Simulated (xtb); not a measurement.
octasulfur (S₈), singlet, at a GFN2-xTB geometry; xtb with GFN2-xTB.

xtb was given this input:
```
$ xtb mol.xyz --gfn 2 --json

# file mol.xyz
8

S      1.75411790    -1.78962887     0.07332880
S      1.52958456    -0.06385551     1.13564303
S      1.91565693     1.61650911     0.04727578
S      0.12771566     2.07563782    -0.95606029
S     -1.36295301     1.78306853     0.41879447
S     -2.36887737     0.11051203    -0.23977795
S     -1.52527058    -1.63948521     0.44497305
S     -0.06997411    -2.09275791    -0.92417688
```

Output, abridged:

```
   ID    Z sym.   atoms
    1   16 S      1-8

           -------------------------------------------------
          |                Calculation Setup                |
           -------------------------------------------------

           -------------------------------------------------
          |                 G F N 2 - x T B                 |
           -------------------------------------------------

          ...................................................
          :                      SETUP                      :
          :.................................................:
          :  # basis functions                  80          :
          :  # atomic orbitals                  72          :
          :  # shells                           24          :
          :  # electrons                        48          :
          :  max. iterations                   250          :
          :  Hamiltonian                  GFN2-xTB          :
          :  restarted?                      false          :
          :  GBSA solvation                  false          :
          :  PC potential                    false          :
          :  electronic temp.          300.0000000     K    :
          :  accuracy                    1.0000000          :
          :  -> integral cutoff          0.2500000E+02      :
          :  -> integral neglect         0.1000000E-07      :
          :  -> SCF convergence          0.1000000E-05 Eh   :
          :  -> wf. convergence          0.1000000E-03 e    :
          :  Broyden damping             0.4000000          :
          :  net charge                          0          :
          :  unpaired electrons                  0          :
          ...................................................

 iter      E             dE          RMSdq      gap      omega  full diag
   1    -26.1298807 -0.261299E+02  0.108E+01    2.72       0.0  T
   2    -26.1471117 -0.172310E-01  0.451E+00    2.52       1.0  T
   3    -26.1503725 -0.326081E-02  0.766E-01    2.38       1.0  T
   4    -26.1503839 -0.113815E-04  0.188E-01    2.37       1.0  T
   5    -26.1503851 -0.126571E-05  0.487E-02    2.37       1.0  T
   6    -26.1503855 -0.336496E-06  0.119E-02    2.37       3.0  T
   7    -26.1503855 -0.226620E-07  0.642E-03    2.37       5.5  T
   8    -26.1503855 -0.122580E-07  0.222E-03    2.37      15.9  T
   9    -26.1503855 -0.233893E-08  0.105E-03    2.37      33.7  T
  10    -26.1503855 -0.587814E-09  0.521E-04    2.37      67.8  T
  11    -26.1503855 -0.160718E-09  0.158E-04    2.37     224.0  T

   *** convergence criteria satisfied after 11 iterations ***

         :::::::::::::::::::::::::::::::::::::::::::::::::::::
         ::                     SUMMARY                     ::
         :::::::::::::::::::::::::::::::::::::::::::::::::::::
         :: total energy             -26.109374158825 Eh    ::
         :: gradient norm              0.000010842021 Eh/a0 ::
         :: HOMO-LUMO gap              2.374205351378 eV    ::
         ::.................................................::
         :: SCC energy               -26.150345815734 Eh    ::
         :: -> isotropic ES           -0.000194715310 Eh    ::
         :: -> anisotropic ES          0.005656209482 Eh    ::
         :: -> anisotropic XC          0.020075304064 Eh    ::
         :: -> dispersion             -0.021207663832 Eh    ::
         :: repulsion energy           0.040971656909 Eh    ::
         :: add. restraining           0.000000000000 Eh    ::
         :: total charge               0.000000000000 e     ::
         :::::::::::::::::::::::::::::::::::::::::::::::::::::

           -------------------------------------------------
          |                Property Printout                |
           -------------------------------------------------

    * Orbital Energies and Occupations

         #    Occupation            Energy/Eh            Energy/eV
[...]
        20        2.0000           -0.4297920             -11.6952
        21        2.0000           -0.4243463             -11.5471
        22        2.0000           -0.4172248             -11.3533
        23        2.0000           -0.4121275             -11.2146
        24        2.0000           -0.3938535             -10.7173 (HOMO)
        25                         -0.3066030              -8.3431 (LUMO)
        26                         -0.3032796              -8.2527
        27                         -0.3019575              -8.2167
        28                         -0.2900908              -7.8938
        29                         -0.2849704              -7.7544
        30                         -0.2747236              -7.4756
        31                         -0.2725949              -7.4177
        32                         -0.2604119              -7.0862
        33                         -0.0783082              -2.1309
        34                         -0.0771306              -2.0988
        35                         -0.0702752              -1.9123
       ...                                ...                  ...
        72                          0.4936570              13.4331
      -------------------------------------------------------------
                  HL-Gap            0.0872504 Eh            2.3742 eV
             Fermi-level           -0.3502283 Eh           -9.5302 eV

     #   Z          covCN         q      C6AA      α(0)
     1  16 S        1.965    -0.006   141.305    20.007
     2  16 S        1.978     0.010   140.645    19.960
     3  16 S        1.965    -0.006   141.305    20.007
     4  16 S        1.979    -0.010   141.484    20.020
     5  16 S        1.968     0.016   140.397    19.943
     6  16 S        1.987    -0.009   141.431    20.016
     7  16 S        1.968     0.016   140.397    19.943
     8  16 S        1.979    -0.010   141.484    20.020

 Mol. C6AA /au·bohr⁶  :       9027.563257
 Mol. C8AA /au·bohr⁸  :     442271.157051
 Mol. α(0) /au        :        159.915461

Wiberg/Mayer (AO) data.
largest (>0.10) Wiberg bond orders for each atom

 ---------------------------------------------------------------------------
     #   Z sym  total        # sym  WBO       # sym  WBO       # sym  WBO
 ---------------------------------------------------------------------------
     1  16 S    2.486 --     2 S    1.187     8 S    1.055     3 S    0.131
     2  16 S    2.576 --     3 S    1.187     1 S    1.187
     3  16 S    2.486 --     2 S    1.187     4 S    1.055     1 S    0.131
     4  16 S    2.451 --     5 S    1.183     3 S    1.055
     5  16 S    2.544 --     4 S    1.183     6 S    1.145     7 S    0.106
     6  16 S    2.503 --     7 S    1.145     5 S    1.145
     7  16 S    2.544 --     8 S    1.183     6 S    1.145     5 S    0.106
     8  16 S    2.451 --     7 S    1.183     1 S    1.055
 ---------------------------------------------------------------------------

Topologies differ in total number of bonds
Writing topology from bond orders to xtbtopo.mol

molecular dipole:
                 x           y           z       tot (Debye)
 q only:       -0.061       0.004       0.088
   full:       -0.026       0.002       0.106       0.277
molecular quadrupole (traceless):
                xx          xy          yy          xz          yz          zz
 q only:        0.050      -0.008      -0.110      -0.046       0.003       0.060
  q+dip:       -0.001      -0.002      -0.074       0.176      -0.007       0.075
   full:        0.772      -0.034       0.019       0.232      -0.017      -0.790

           -------------------------------------------------
          | TOTAL ENERGY              -26.109374158825 Eh   |
          | GRADIENT NORM               0.000010842021 Eh/α |
          | HOMO-LUMO GAP               2.374205351378 eV   |
           -------------------------------------------------

normal termination of xtb
```
